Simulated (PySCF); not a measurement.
Species: 3,4-difluoroanisole, C7H6F2O.
Numbering: `[CH3:1][O:2][c:3]1[cH:4][cH:5][c:6]([F:7])[c:8]([F:9])[cH:10]1`

Structure used (GFN2-xTB), in Å, numbered top down from 1:
```xyz
16
C7H6F2O angstrom
C      2.6942    0.2174   -0.1870
O      1.7114   -0.7842   -0.0505
C      0.4103   -0.4166    0.0051
C     -0.5165   -1.4544    0.1432
C     -1.8666   -1.1889    0.2085
C     -2.3177    0.1194    0.1345
F     -3.6379    0.3762    0.1951
C     -1.4036    1.1513   -0.0012
F     -1.8210    2.4275   -0.0739
C     -0.0442    0.8966   -0.0650
H      2.5721    0.7736   -1.1213
H      2.6770    0.9122    0.6580
H      3.6473   -0.3082   -0.2022
H     -0.1483   -2.4656    0.1972
H     -2.5855   -1.9847    0.3166
H      0.6216    1.7373   -0.1685
```

Definitions: NICS(0) = −σiso at the ring centroid; NICS(1) = −σiso and NICS(1)zz = −σzz at ±1 Å along the ring normal z. Level: GIAO PBE0/pcSseg-1 (PySCF, non-relativistic, gas phase) on the GFN2-xTB geometry, one conformer.

Ring bond lengths (Å), with Mayer bond orders in brackets: C3–C4 1.398 (1.39), C4–C5 1.378 (1.46), C5–C6 1.386 (1.41), C6–C8 1.385 (1.38), C8–C10 1.385 (1.42), C10–C3 1.391 (1.34).

Q: What do the NICS probes read (ppm)?

A: 
```
              ring                                              type  NICS(0)  NICS(1), two faces  NICS(1)zz, two faces  rms pucker (Å)  centre to ring atoms, mean (Å)
C3–C4–C5–C6–C8–C10  6-membered carbocycle; formal bonds all aromatic    -12.5       -11.3 / -11.3         -25.6 / -25.6            0.00                            1.39
```

Q: What do they say, and how far can they be read as aromaticity?

A: 
- C3–C4–C5–C6–C8–C10: mean NICS(1)zz -25.6 ppm, shielded, aromatic by this magnetic criterion (flat ring, no four-coordinate atom).

Q: How equal are the bonds by HOMA? HOMA = 1 − mean of α(R − Ropt)² over the ring bonds, with Krygowski's 1993 parameters (CC: Ropt 1.388 Å, α 257.7 Å⁻²).

A: 
- C3–C4–C5–C6–C8–C10: HOMA 0.99 = 1 − EN − GEO, with mean bond length 1.387 Å, EN = α(Ropt − mean)² = 0.000 and GEO = α × variance = 0.010. The geometric and the magnetic index point the same way.

Q: What is the mean of the two in-plane components of NICS at the second NICS(1) probe listed for ring C3–C4–C5–C6–C8–C10, 1 Å off the ring?

A: The isotropic value is a third of the trace: (3 × -11.3 − (-25.6))/2 = -4.2 ppm.

Q: Give the inner angles of the rings and the Hirshfeld charges of the ring atoms.

A: 
- C3–C4–C5–C6–C8–C10: C3 119.3° (+0.075 e), C4 120.7° (-0.070 e), C5 119.9° (-0.059 e), C6 119.6° (+0.057 e), C8 121.0° (+0.071 e), C10 119.5° (-0.094 e); sum 720.0° against 720° for a flat convex ring.
